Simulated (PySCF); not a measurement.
CaF$_{2}$, triplet, at a GFN2-xTB geometry (such geometries of metal compounds can be far from the true shape) (a higher spin typed on purpose: for a closed-shell molecule this is an excited state); HF/STO-3G in PySCF.

PySCF was given this input:
```python
from pyscf import gto, scf

mol = gto.Mole()
mol.atom = '''
    Ca    0.01281239   -0.00212415   -0.00478897
    F    -0.25423892    1.49448888   -1.29861581
    F     0.22576693   -1.48976855    1.30925796
'''
mol.basis = 'sto-3g'
mol.spin = 2
mol.verbose = 4
mol.build()

mf = scf.UHF(mol)
mf.init_guess = '1e'
mf = mf.newton()
mf.kernel()
```

Task: What does PySCF print? Leave out banner, timings and long lists.

Result: 
```
PySCF version 2.14.0

[INPUT] verbose = 4
[INPUT] num. atoms = 3
[INPUT] num. electrons = 38
[INPUT] charge = 0
[INPUT] spin (= nelec alpha-beta = 2S) = 2
[INPUT] symmetry False subgroup None
[INPUT] Mole.unit = angstrom
[INPUT] Symbol           X                Y                Z      unit          X                Y                Z       unit  Magmom
[INPUT]  1 Ca     0.012812390000  -0.002124150000  -0.004788970000 AA    0.024211908101  -0.004014061747  -0.009049841719 Bohr   0.0
[INPUT]  2 F     -0.254238920000   1.494488880000  -1.298615810000 AA   -0.480441929005   2.824174679408  -2.454028221930 Bohr   0.0
[INPUT]  3 F      0.225766930000  -1.489768550000   1.309257960000 AA    0.426637665684  -2.815254548490   2.474138970807 Bohr   0.0

nuclear repulsion = 106.166074390551
number of shells = 13
number of NR pGTOs = 69
number of NR cGTOs = 23
basis = sto-3g
ecp = {}

******** <class 'pyscf.soscf.newton_ah.SecondOrderUHF'> ********
method = SecondOrderUHF
initial guess = 1e
damping factor = 0
level_shift factor = 0
DIIS = <class 'pyscf.scf.diis.CDIIS'>
diis_start_cycle = 1
diis_space = 8
diis_damp = 0
SCF conv_tol = 1e-09
SCF conv_tol_grad = None
SCF max_cycles = 50
direct_scf = True
direct_scf_tol = 1e-13
number electrons alpha = 20  beta = 18
******** <class 'pyscf.scf.uhf.UHF'> Newton solver flags ********
SCF tol = 1e-09
conv_tol_grad = None
max. SCF cycles = 50
direct_scf = True
direct_scf_tol = 1e-13
max_cycle_inner = 12
max_stepsize = 0.05
ah_start_tol = 1e+09
ah_level_shift = 0
ah_conv_tol = 1e-12
ah_lindep = 1e-14
ah_start_cycle = 1
ah_max_cycle = 40
ah_grad_trust_region = 2.5
kf_interval = 4
kf_trust_region = 5
canonicalization = True
Set conv_tol_grad to 3.16228e-05
Initial guess from hcore.

Initial guess E= -865.688712584994  |g|= 0.221497
macro= 0  E= -865.748772635291  delta_E= -0.0600601  |g|= 0.00359941  5 KF 19 JK
macro= 1  E= -865.7490756217  delta_E= -0.000302986  |g|= 0.0014814  4 KF 20 JK
macro= 2  E= -865.74908285023  delta_E= -7.22853e-06  |g|= 0.000327561  2 KF 9 JK
macro= 3  E= -865.749083525937  delta_E= -6.75707e-07  |g|= 0.000393039  2 KF 16 JK
macro= 4  E= -865.749083525939  delta_E= -1.47793e-12  |g|= 6.98323e-06  1 KF 2 JK
Canonicalize SCF orbitals
macro X = 5  E=-865.749083525939  |g|= 6.98323e-06  total 15 KF 72 JK
converged SCF energy = -865.749083525939  <S^2> = 2.0887627  2S+1 = 3.0586027
```
